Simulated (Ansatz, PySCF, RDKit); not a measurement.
SiH4 (SMILES [SiH4]) and CH2F2 (SMILES FCF) are pulled apart as rigid monomers along the line of their centres of mass, from the B3LYP-D3(BJ)/def2-TZVP minimum. Starting geometry (charge 0, multiplicity 1):
```
atom    x (Å)    y (Å)    z (Å)
----  -------  -------  -------
Si    -0.0884   0.0561   0.0743
H      0.2043  -1.1742   0.8457
H     -1.3128   0.6946   0.6005
H     -0.2947  -0.3140  -1.3456
H      1.0569   0.9863   0.1745
F      0.4270   0.6137   3.2914
C     -0.0006  -0.5063   3.9429
F     -1.3568  -0.5658   3.8506
H      0.2774  -0.4223   4.9945
H      0.4238  -1.3800   3.4469
```

Interaction energies with rigid monomers; basis-set methods are counterpoise corrected unless marked otherwise.

Cores are frozen in the correlated methods. Rows in 6-31G* carry no dispersion term and start afresh at each structure (6-31G* with six Cartesian d functions).

Programs: Ansatz (an electronic-structure program); PySCF for 6-31G* rows, the dispersion terms; RDKit for the force fields. Each number belongs to the level named beside it.

| Si1···F6 (Å) | UFF (kcal/mol) | HF/6-31G* (kcal/mol) | B3LYP-D4/def2-TZVPPD (kcal/mol) | M06-2X/6-31G* (no counterpoise) (kcal/mol) | SCS-MP2/aug-cc-pV(D+d)Z (kcal/mol) |
|---|---|---|---|---|---|
| 2.99 | 1.12 | 2.09 | -0.43 | -3.29 | 0.42 |
| 3.31 | -0.81 | 0.38 | [?] | -2.99 | [?] |
| 3.78 | -0.82 | -0.19 | -0.80 | -1.96 | -0.64 |
| 4.58 | -0.36 | -0.14 | -0.23 | -0.56 | -0.28 |
| 5.88 | -0.09 | -0.04 | 0.02 | -0.03 | -0.07 |

Problem. Fill in the missing entries.

Solution. 
- 3.31, B3LYP-D4/def2-TZVPPD (kcal/mol): -1.11
- 3.31, SCS-MP2/aug-cc-pV(D+d)Z (kcal/mol): -0.62
